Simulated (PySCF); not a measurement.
Name the molecule from its bond curve

A diatomic of charge 0 contains Te. Its singlet curve at RHF-MP2 in a double-zeta basis (scalar-relativistic core potentials, PySCF), in eV from the separated fragments:

R (Å), E (eV) and a bar:
```
    1.631     -2.863 ######################
    1.706     -3.850 ##########
    1.782     -4.407 ###
    1.839     -4.616 #
    1.896     -4.687 
    1.953     -4.650 
    2.029     -4.470 ###
    2.123     -4.082 #######
    2.237     -3.422 ###############
    2.389     -2.232 ##############################
```

The fit gives ωe = 894 cm⁻¹ and the rotational constant Bₑ = 0.4238 cm⁻¹.

**Question.** Which atom is the partner?

**Answer.** The minimum lies at 1.903 Å, so the reduced mass is 16.8576 u Å² cm⁻¹/(Bₑ·Re²) = 10.98 u. With Te at 129.91 u the partner weighs about 12.0 u: C. The molecule is TeC.

Correlated steps freeze 5 core orbitals. Spin–orbit coupling is left out.
